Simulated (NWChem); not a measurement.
Species: N$_{2}$H$_{4}$Se; SMILES N[Se]N

```xyz
7

Se     0.0000     0.0000     0.4100
N     -1.4892     0.0000    -0.6495
H     -1.6129    -0.8378    -1.2122
H     -1.6129     0.8378    -1.2122
N      1.4892     0.0000    -0.6495
H      1.6129     0.8378    -1.2122
H      1.6129    -0.8378    -1.2122
```
Atoms are numbered in this order, from 1.

Coordinates come from a PBE0/def2-SVP optimisation.

Symmetry labels are those of C2v in the frame above (b1 and b2, or b-type labels, depend on it).

### Question
List the 4 lowest vertical singlet excitations from B3LYP/def2-SVPD, TDA (NWChem).

### Answer
```
state  energy (eV)  oscillator strength  symmetry  leading excitation (squared amplitude)
-----  -----------  -------------------  --------  --------------------------------------
S1            4.95                0.010        b2                      HOMO → LUMO (0.99)
S2            5.02                0.000        a2                    HOMO → LUMO+1 (0.98)
S3            5.86                0.038        b2                    HOMO → LUMO+2 (0.99)
S4            5.93                0.057        b1                    HOMO−1 → LUMO (0.91)
```
